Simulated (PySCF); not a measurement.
Members of one family of related compounds. Computed with TDDFT wB97X-D/def2-SVPD, vertical, gas phase, core orbitals frozen in the response (PySCF 2.14.0, density-fitted response routines). Geometries: GFN2-xTB; one conformer of each isolated species. Triplets are in the Tamm–Dancoff approximation. 'Strongest' means the level of largest summed f among the lowest 8 singlets; it needn't be the same kind of state in each.

**Question.** Rank by computed energy of the strongest computed level, lowest first.
A. `F[Si@H]1C=C([SiH3])OCC1`
B. `CO/C([SiH3])=C\[SiH2]F`
C. `C(=C/[SiH2]F)/OCC`
D. `C[C@H]1OC([SiH3])=C1[SiH2]F`

**Answer.** D (5.60 eV), A (5.77 eV), B (6.10 eV), C (6.28 eV).

```
                     SMILES  strongest (eV)  f (strongest)  α (au)  gap (eV)  HOMO (eV)  S1 mainly
C[C@H]1OC([SiH3])=C1[SiH2]F            5.60           0.24   101.1      9.71      -8.78  H→L (95%)
    F[Si@H]1C=C([SiH3])OCC1            5.77           0.17    99.9     10.03      -9.08  H→L (90%)
     CO/C([SiH3])=C\[SiH2]F            6.10           0.33    94.6     10.18      -9.07  H→L (96%)
            CCO/C=C\[SiH2]F            6.28           0.40    80.5     10.39      -8.81  H→L (96%)
```

H and L stand for HOMO and LUMO.
